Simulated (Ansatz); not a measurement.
`S[SiH](Cl)Cl` and `[SH][SnH]([Cl])[Cl]` differ in one element.

Ansatz, PBE0-D4/def2-TZVP geometries, multiplicity 1. Each molecule was computed in one conformer, which needn't be the lowest.

Elements past krypton have def2 core potentials.

```csv
property,`S[SiH](Cl)Cl`
HOMO energy (B3LYP/def2-TZVPP) / eV,-7.82
LUMO energy (B3LYP/def2-TZVPP) / eV,-0.41
HOMO–LUMO gap (B3LYP/def2-TZVPP) / eV,7.41
HOMO–LUMO gap (PBE0/def2-TZVPP) / eV,7.91
size of the dipole moment (PBE/def2-TZVPP) / D,1.35
zero-point energy (PBE0-D4/def2-TZVP) / kJ/mol,58.0
```

(1) What does the change do to each property? (Estimate.)

Results:

(1) The calculation gave: 
```csv
property,`[SH][SnH]([Cl])[Cl]`,shift
HOMO energy (B3LYP/def2-TZVPP) / eV,-7.85,-0.03
LUMO energy (B3LYP/def2-TZVPP) / eV,-2.25,-1.84
HOMO–LUMO gap (B3LYP/def2-TZVPP) / eV,5.60,-1.81
HOMO–LUMO gap (PBE0/def2-TZVPP) / eV,6.16,-1.75
size of the dipole moment (PBE/def2-TZVPP) / D,2.27,0.92
zero-point energy (PBE0-D4/def2-TZVP) / kJ/mol,48.1,-9.9
```

Dipoles are sizes alone; their direction can turn.

B3LYP here is the variant with VWN-RPA as its local correlation; programs differ in this.
